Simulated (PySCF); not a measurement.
Correlation energy of Si⁻ (silicon, charge -1)

[Ne] 3s2 3p3, high-spin 4S determinant. Computed with PySCF 2.14 in aug-cc-pV(T+d)Z (6s5p4d2f, 55 functions), with the non-relativistic Hamiltonian (point nucleus). Frozen: [Ne]; 5 electrons correlated.

MP2 pair energies summed by pair of shells (mhartree):

| pair | energy | share (%) |
| --- | --- | --- |
| 3s-3p | -47.33 | 61.9 |
| 3p-3p | -16.78 | 22.0 |
| 3s-3s | -12.30 | 16.1 |

Total MP2 correlation energy: -76.40 mhartree.

Same-spin part -22.16 and opposite-spin part -54.24 mhartree; SCS-MP2 scales them by 1/3 and 6/5 to -72.48 mhartree.
